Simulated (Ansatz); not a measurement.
Reaction (formal exchange of groups at a C–O bond): `CO[C](=N)[SnH3]` + CH₄ → `C[C](=N)[SnH3]` + CH₃OH

Calculated with Ansatz (gas phase, PBE0-D4/def2-TZVP geometries, no zero-point term in ΔE). CBS: MP2 limit from def2 TZ/QZ plus the TZ coupled-cluster correction, frozen cores. This one scheme is used for every species. Functionals use def2-TZVPP. B3LYP here is the variant with VWN-RPA as its local correlation; programs differ in this. def2 core potentials past Kr. For Sn outer-core shells are correlated without core-valence functions, which leaves a few kJ/mol of doubt a bond. One conformer a species, not always the lowest.

```
             level  ΔE (kJ/mol)  difference from CCSD(T)/CBS
            PBE-D4         32.7                          9.7
         r2SCAN-D4         36.8                         13.8
            B2PLYP         31.2                          8.2
            r2SCAN         36.4                         13.4
             B3LYP         30.8                          7.8
SCS-MP2/def2-TZVPP         26.8                          3.8
     HF/def2-QZVPP         26.1                          3.1
    MP2/def2-QZVPP         25.1                          2.1
SCS-MP2/def2-QZVPP         23.9                          0.9
      HF/CBS(def2)         26.0                          3.0
       CCSD(T)/CBS         23.0                            0
```

Largest T1 diagnostic among the species: 0.014.

From PBE to PBE0 (25 % exact exchange), in def2-TZVPP and without D4, ΔE moves by −3.1 kJ/mol.
